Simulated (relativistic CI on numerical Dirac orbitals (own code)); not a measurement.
Ligand-field terms of d6

Computed with a parametric ligand-field model of a d^n configuration (Racah B and C, spin-orbit zeta, crystal field), exact diagonalisation.

Field parameters in Wybourne normalisation: Oh B⁴₀ = 21Dq, B⁴₄ = √(5/14) B⁴₀. The field is a parameter set, without covalency.

B = 580 cm⁻¹, C = 2340 cm⁻¹ (C/B = 4.03), Oh, no spin-orbit coupling. Tanabe-Sugano data, E/B above the lowest term (Δ = |10Dq|; b, c mark the second and third term of a kind):

| Δ/B | 5T2 | 5E | 3T1 | 3T2 | 3T1(b) | 1A1 | 1T1 | 1T2 |
| --- | --- | --- | --- | --- | --- | --- | --- | --- |
| 1.0 | 0.00 | 1.00 | 19.88 | 20.19 | 20.82 | 29.33 | 29.77 | 30.19 |
| 3.0 | 0.00 | 3.00 | 18.72 | 19.94 | 21.13 | 26.26 | 28.22 | 30.06 |
| 5.0 | 0.00 | 5.00 | 17.14 | 19.33 | 21.15 | 22.79 | 26.46 | 29.84 |
| 7.0 | 0.00 | 7.00 | 15.43 | 18.44 | 21.16 | 19.18 | 24.64 | 29.53 |
| 9.0 | 0.00 | 9.00 | 13.65 | 17.31 | 21.17 | 15.49 | 22.78 | 29.10 |
| 11.0 | 0.00 | 11.00 | 11.83 | 16.02 | 21.18 | 11.74 | 20.90 | 28.51 |
| 13.0 | 0.00 | 13.00 | 9.98 | 14.60 | 21.18 | 7.96 | 19.00 | 27.73 |
| 15.0 | 0.00 | 15.00 | 8.11 | 13.09 | 21.19 | 4.14 | 17.08 | 26.74 |
| 17.0 | 0.00 | 17.00 | 6.23 | 11.50 | 21.20 | 0.31 | 15.15 | 25.57 |
| 19.0 | 3.54 | 22.54 | 7.87 | 13.39 | 24.75 | 0.00 | 16.76 | 27.79 |
| 21.0 | 7.41 | 28.41 | 9.83 | 15.57 | 28.62 | 0.00 | 18.69 | 30.21 |
| 23.0 | 11.29 | 34.29 | 11.80 | 17.72 | 32.51 | 0.00 | 20.62 | 32.56 |
| 25.0 | 15.18 | 40.18 | 13.77 | 19.84 | 36.40 | 0.00 | 22.56 | 34.84 |
| 27.0 | 19.09 | 46.09 | 15.74 | 21.95 | 40.31 | 0.00 | 24.50 | 37.07 |
| 29.0 | 22.99 | 51.99 | 17.71 | 24.05 | 44.22 | 0.00 | 26.45 | 39.27 |
| 31.0 | 26.91 | 57.91 | 19.68 | 26.13 | 48.14 | 0.00 | 28.40 | 41.43 |
| 33.0 | 30.83 | 63.83 | 21.66 | 28.20 | 52.06 | 0.00 | 30.35 | 43.58 |
| 35.0 | 34.76 | 69.76 | 23.63 | 30.27 | 55.99 | 0.00 | 32.31 | 45.70 |
| 37.0 | 38.69 | 75.69 | 25.61 | 32.32 | 59.93 | 0.00 | 34.27 | 47.81 |
| 39.0 | 42.63 | 81.63 | 27.59 | 34.37 | 63.87 | 0.00 | 36.23 | 49.90 |
| 41.0 | 46.57 | 87.57 | 29.57 | 36.42 | 67.81 | 0.00 | 38.19 | 51.98 |
| 43.0 | 50.52 | 93.52 | 31.56 | 38.46 | 71.76 | 0.00 | 40.16 | 54.06 |
| 45.0 | 54.46 | 99.46 | 33.54 | 40.49 | 75.71 | 0.00 | 42.13 | 56.12 |
| 47.0 | 58.41 | 105.41 | 35.52 | 42.53 | 79.66 | 0.00 | 44.10 | 58.18 |

The ground term changes from 5T2 to 1A1 between Δ/B = 17.0 and 19.0.
